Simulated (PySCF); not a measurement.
## Kr²³⁺: ionisation energy

Kr²³⁺ [Ne] 3s2 3p1 (2P) → Kr²⁴⁺ [Ne] 3s2 (1S), as a difference of total energies. Calculation: PySCF 2.14, in an even-tempered Gaussian basis (17 s from 2.2 bohr⁻², ratio 2.5; 11 p from 2.9 bohr⁻², ratio 2.5; 5 d from 13 bohr⁻², ratio 2.7; 4 f from 20 bohr⁻², ratio 2.7); the non-relativistic Hamiltonian (point nucleus). Correlated levels: outer shells: 1s2 frozen; virtual orbitals above 40 to 60 times the deepest correlated orbital energy dropped. The calculations carry no spin-orbit coupling.

| method | ionisation energy (eV) |
| --- | --- |
| UHF | 1035.3 |
| LDA | 1036.9 |
| PBE | 1037.2 |
| PBE0 | 1037.0 |
| r2SCAN | 1037.0 |
| MN15 | 1042.4 |
| B97-3 | 1036.9 |
| MP2 (outer shells) | 1035.7 |
| SCS-MP2 (outer shells) | 1035.6 |

A first-order spin-orbit estimate (lowest level to lowest level, LS coupling) adds 7.109 eV.

All relativistic terms are absent from these numbers, so their closeness to the reference says little about the methods.

For comparison: 1042 ± 5 eV (semi-empirical (NIST evaluation); NIST Atomic Spectra Database, ionization energies).
